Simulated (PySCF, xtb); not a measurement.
ClH2NSe, SMILES N[Se]Cl.

Geometry: B3LYP-D3(BJ)/def2-TZVP. One conformer was computed; it need not be the lowest.

The numbers are results of IEF-PCM-ωB97X/def2-SVP (PySCF), not measurements.

The values are the electrostatic part of the solvation free energy, E(continuum) − E(gas) at the gas-phase geometry, in a cavity of scaled van der Waals radii (PySCF's table); cavitation and dispersion terms are not included. In vacuum the orbital gap is 9.49 eV. The dipole moment in vacuum is 2.29 D.

### Question
Estimate the values in water (ε = 78.36), dichloromethane (ε = 8.93), N,N-dimethylformamide (ε = 37.22). (Estimate from the structure and the level; the computed values follow.)

### Answer

| solvent | ε | ΔG(elec) (kcal/mol) | dipole (D) | gap (eV) |
|---|---|---|---|---|
| water | 78.36 | -5.4 | 3.06 | 9.52 |
| dichloromethane | 8.93 | -4.6 | 2.95 | 9.51 |
| N,N-dimethylformamide | 37.22 | -5.3 | 3.04 | 9.52 |

For comparison, GFN2-xTB/ALPB(water) (xtb, at the GFN2-xTB geometry, all terms of that model) gives -4.1 kcal/mol.
